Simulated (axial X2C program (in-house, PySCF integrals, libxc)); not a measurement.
**Nuclear properties of NbO⁻**

Computed with an axial X2C code built on PySCF integrals: two-component X2C with atomic mean-field Coulomb and Gaunt terms, Gaussian nuclei, basis Nb dyall-acv3z, O dyall-av3z with contracted cores.

R = 1.694 Å (near the PBE0 minimum at charge -1 of the determinant lowest at the starting distance; the state shown can have its own minimum elsewhere).

Input and command:
```json
{"zs": [41, 8], "q": -1, "bas": ["dyall-acv3z", "dyall-av3z"], "r0": 1.82, "levels": ["PBE0", "HF", "BHandHLYP", "TPSSh", "BP86"], "nst": 3}
```
```bash
python soeom.py task.json out
```

Keys: zs atomic numbers; q charge; bas basis sets; r0 starting distance in Å; levels methods; nst determinants followed.

Determinant lowest in the PBE0 search, Ω = 1 (⟨Sz⟩ = 1.00, ⟨Lz⟩ = 0.00 at PBE0), spin on the atoms Nb 1.05, O -0.05:

```json
{"level": "PBE0", "Eeff magnitude (GV/cm)": "0.632", "Ws magnitude Nb (kHz)": "0.33", "A∥/gI Nb (MHz)": "378", "qzz Nb (a.u.)": "-0.05", "A∥/gI O (MHz)": "-0.787", "qzz O (a.u.)": "-0.38"}
{"level": "HF", "Eeff magnitude (GV/cm)": "2.41", "Ws magnitude Nb (kHz)": "1.34", "A∥/gI Nb (MHz)": "324", "qzz Nb (a.u.)": "0.42", "A∥/gI O (MHz)": "-37", "qzz O (a.u.)": "-0.43"}
{"level": "BHandHLYP", "Eeff magnitude (GV/cm)": "0.471", "Ws magnitude Nb (kHz)": "0.266", "A∥/gI Nb (MHz)": "189", "qzz Nb (a.u.)": "0.00", "A∥/gI O (MHz)": "-8.65", "qzz O (a.u.)": "-0.36"}
{"level": "TPSSh", "Eeff magnitude (GV/cm)": "0.878", "Ws magnitude Nb (kHz)": "0.434", "A∥/gI Nb (MHz)": "397", "qzz Nb (a.u.)": "-0.21", "A∥/gI O (MHz)": "1.86", "qzz O (a.u.)": "-0.41"}
{"level": "BP86", "Eeff magnitude (GV/cm)": "0.517", "Ws magnitude Nb (kHz)": "0.263", "A∥/gI Nb (MHz)": "288", "qzz Nb (a.u.)": "-0.06", "A∥/gI O (MHz)": "3.97", "qzz O (a.u.)": "-0.37"}
```

Determinant 0.55 eV from it at PBE0 and this distance, Ω = 3 (⟨Sz⟩ = 2.00, ⟨Lz⟩ = 1.00 at PBE0), spin on the atoms Nb 2.05, O -0.05:

| level | Eeff magnitude (GV/cm) | Ws magnitude Nb (kHz) | A∥/gI Nb (MHz) | qzz Nb (a.u.) | A∥/gI O (MHz) | qzz O (a.u.) |
| --- | --- | --- | --- | --- | --- | --- |
| PBE0 | 2.57 | 0.426 | 460 | 0.70 | 6.61 | -0.31 |
| HF | 3.77 | 0.599 | 286 | 1.17 | -15.8 | -0.40 |
| BHandHLYP | 2.85 | 0.469 | 454 | 0.85 | 2.53 | -0.35 |
| TPSSh | 2.47 | 0.411 | 467 | 0.52 | 8.43 | -0.32 |
| BP86 | 2.34 | 0.391 | 513 | 0.47 | 11.3 | -0.30 |

Eeff is the effective electric field on the electron electric dipole moment in this Ω state and Ws the scalar–pseudoscalar constant of the nucleus named (defined with the proton number Z and per Ω); A∥ (defined per Ω) follows by multiplying with gI = μI/(I μN); qzz is the electric field gradient, eQq0 = 234.96 MHz × Q/barn × qzz. The operators were transformed with the bare-nucleus X2C matrices; with these basis sets, hyperfine constants and field gradients can be off by tens of per cent, and where levels differ in sign neither size nor sign is settled.

Question: With Q(17O) = -0.02558 barn (Q from Pyykkö, Mol. Phys. 2018), turn the PBE0 values of the first state into constants in MHz.

Answer: eQq0(17O) = 234.96 × (-0.02558) × (-0.38) = 2.28 MHz.

Each state is one determinant with collinear spin, which with several unpaired electrons need not be a pure state. Unrestricted Hartree–Fock can overshoot spin polarisation at the nuclei. For an anion, determinants above electron detachment, or with a positive highest level, are held by the basis set. With several open shells hyperfine constants can be off by a factor of several. Where Eeff spreads by more than a factor of two the levels disagree and none is to be relied on. Open-shell Ω = 0 determinants with evenly filled partner blocks cannot be reached by this program, so the Ω shown need not be the lowest component. The search compared states at one distance, so a state with another bond length can lie lower. Further determinants of the search, some of them spin-mixed, are not shown. Where a field gradient or hyperfine factor spreads by more than a factor of two over the levels, a constant derived from it is not to be relied on. PBE0 term energies can be off by some tenths of an eV.
